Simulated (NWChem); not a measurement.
Species: CCl3 cation

```xyz
4

Cl    -1.5920     0.4266     0.0000
C      0.0000     0.0000     0.0000
Cl     0.4266    -1.5920     0.0000
Cl     1.1654     1.1654     0.0000
```
Atoms are numbered in this order, from 1.

Computed with NWChem. All runs use the structure optimised with PBE0/def2-SVP. Level: B3LYP/def2-SVP with SMD (1 M gas to 1 M solution), gas-phase geometry. Reactions with the solvent are ignored.

### Question
Among these, which solvent gives the highest value of “cavity-dispersion-structure term (kcal/mol)”?
A) water
B) acetonitrile
C) 1-octanol
D) 1,4-dioxane

### Answer
A, water. Values: 1-octanol -1.6; acetonitrile -1.4; 1,4-dioxane -1.3; water 2.0
